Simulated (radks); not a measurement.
Valence configurations of Al2+ (all share [Ne]). Calculated with a radial shooting solver on a logarithmic mesh with Libxc functionals: Dirac Kohn-Sham, PBE, spin-unpolarised, spherical densities, point nucleus; open shells are shared between the two j in proportion to 2j + 1. Energies are relative to 3s1; eigenvalues in eV.

valence	E (eV)	e(3p1/2)	e(3p3/2)	e(3s1/2)
3s1	0.000	-	-	-23.747
3p1	6.567	-17.921	-17.887	-
3s0.5 3p0.5	3.278	-17.576	-17.542	-24.121

NIST lists [Ne] 3s1 as the ground configuration; this level of theory agrees among the configurations tried. The energies are those of spherical spin-averaged densities, not of single terms.
